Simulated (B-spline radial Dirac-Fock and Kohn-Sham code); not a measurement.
# Binding energies of Rh at several levels of theory

System: neutral rhodium, [Kr] 4d8 5p1 (an excited configuration).

The density-functional columns are spherical, spin-unpolarised Dirac-Kohn-Sham results without Breit or QED terms: −ε is minus the orbital energy of the initial state and ΔSCF the difference of two total energies. The reference in the last column comes from multi-electron Dirac-Fock with separately optimised hole states, Breit and Lamb-shift corrections added in first order. All numbers are from a radial atomic solver, in eV; a selection of levels is shown. The Kohn-Sham columns are given as differences from the reference. For the 1s level of heavy atoms much of the gap between ΔSCF and the reference is the Breit and QED part, -68.1 eV here; for other levels the error of the functional can be larger.

```csv
level,LDA −ε − DF,LDA ΔSCF − DF,Dirac-Fock
1s,-232.5,+60.8,23229.8
2s,-93.1,-44.3,3428.6
2p1/2,-67.5,-6.4,3158.0
2p3/2,-69.3,-11.3,3015.4
3s,-44.0,-28.5,640.9
3p1/2,-33.7,-17.9,534.6
3p3/2,-33.4,-18.0,509.5
4s,-13.7,-7.3,97.96
4p1/2,-9.1,-2.9,64.02
4p3/2,-9.2,-3.1,60.17
4d,-3.0,+2.0,10.79
5p,-1.3,+0.8,3.23
```

Values without a named source are computed, but for edge energies of neutral atoms, which are taken from tables.
